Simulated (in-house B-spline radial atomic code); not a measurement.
**RPA and G0W0 on BHandHLYP: Cu**

Configuration [Ar] 3d10 4s1, highest spin, mean-field start BHandHLYP. Computed with an all-electron radial atomic-structure program (B-spline basis): all electrons, non-relativistic, point nucleus, each spin shell either full or empty, empty states to l = 9 with an (l + 1/2)⁻⁴ tail; G0W0 by contour deformation at full frequency.

Command:
```bash
python run_gw.py task.json out
```
Settings (radii: box in bohr, nucleus in fm):
```
Z                        29
electrons                29
configuration            [Ar] 3d10 4s1
hamiltonian              nr
method                   bhandhlyp
lmax                     9
spin_polarised           True
box_radius               40
intervals                55
ion_configuration        [Ar] 3d10
```

Run time, properties included: 6.8 s on 1 thread of Arm Neoverse N1, on a shared host.

Energies (hartree):

| term | value |
| --- | --- |
| mean-field total | -1640.47851 |
| Hartree-Fock functional on these orbitals | -1638.95122 |
| direct second order | -2.6194 |
| second-order exchange | 0.74134 |
| SOSEX correction | 0.65348 |

Task: What is the RPA correlation energy, and what remains with SOSEX?

Result: RPA gives -2.0993 hartree (-1.97 eV per electron); RPA + SOSEX gives -1.4458, and the second-order doubles -1.8781 hartree (no singles). RPA lacks exchange-type terms and so overcorrelates at short range.

Quasi-particle levels (eV):

```
  level  occupied  mean field  Σx - vxc     Σc  QP weight    G0W0
  4s up       yes      -5.837     -0.89      ?          ?       ?
4s down        no      -2.025      2.75  -1.64      0.921  -0.921
```

G0W0 = mean field + (Σx - vxc) + Σc, with Σc (partial-wave tail included) taken at the quasi-particle energy. Only the outer levels were computed. Levels of low weight are left out.

Task: Where does G0W0 put 4s up?

Result: At -7.727 eV, with Σc = -1.00 eV and a quasi-particle weight of 0.925. The tabulated removal energy is 7.726 eV (NIST, measured); the calculation leaves out relativity, Breit and QED terms, and what these don't explain is the method's own error.

Task: What does it cost to remove one electron (to [Ar] 3d10) by differences of total energies, each species on its own start (correlation terms add to the Hartree-Fock functional)?

Result: BHandHLYP 7.488 eV, Hartree-Fock functional 6.324 eV, + RPA 7.780 eV, + RPA + SOSEX 7.223 eV, + second order 8.193 eV. Tabulated: 7.726 eV (NIST, measured); the calculation leaves out relativity, Breit and QED terms, and what these don't explain is the method's own error.
